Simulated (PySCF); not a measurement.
NbSe(OMe)3, C3H9NbO3Se (singlet state).
Bonds: Nb1–Se2, Nb1–O3, Nb1–O8, Nb1–O13, O3–C4, O8–C9, O13–C14. Hydrogens: H5, H6, H7 on C4; H10, H11, H12 on C9; H15, H16, H17 on C14.

Computed, not measured: PySCF, PBE0-D3(BJ)/def2-SVP geometry optimisation, gas phase, def2 core potentials past Kr.

Task: How far are the bound atoms from Nb1?

Result: 4 atoms: O13 1.866 Å, O8 1.866 Å, O3 1.866 Å, Se2 2.294 Å. The nearest atom not counted as bound is C9, at 3.15 Å (others tie with it).

Task: List the angles at Nb1.

Result: 
```csv
angle,degrees,distance of the outer atoms (Å)
O3–Nb1–O8,110.9,3.07
O3–Nb1–O13,110.9,3.07
O8–Nb1–O13,110.5,3.07
Se2–Nb1–O8,108.2,3.38
Se2–Nb1–O13,108.2,3.38
Se2–Nb1–O3,108.0,3.38
```

Task: What is the shape at Nb1?

Result: Tetrahedral: angles from 108.0° to 110.9°; τ4 = (360° − α − β)/141° = 0.98 with α and β the two widest (0 for a square, 1 for a tetrahedron).

Task: What are the other bond lengths?

Result: O3–C4, O8–C9, O13–C14 1.392 Å; C4–H5 and 8 like bonds 1.103 Å.

Task: Give some angles away from the centre.

Result: Nb1–O3–C4 150.8°, Nb1–O8–C9 150.2°.

Charge 0, singlet. No PBE0-D3(BJ)/def2-SVP frequencies stand behind this structure, so it isn't proved a minimum.

The run took 7.5 min of wall time on one thread of an Arm Neoverse N1, shared host, and the process peaked at 0.89 GiB of memory. That covers the optimisation of the geometry.
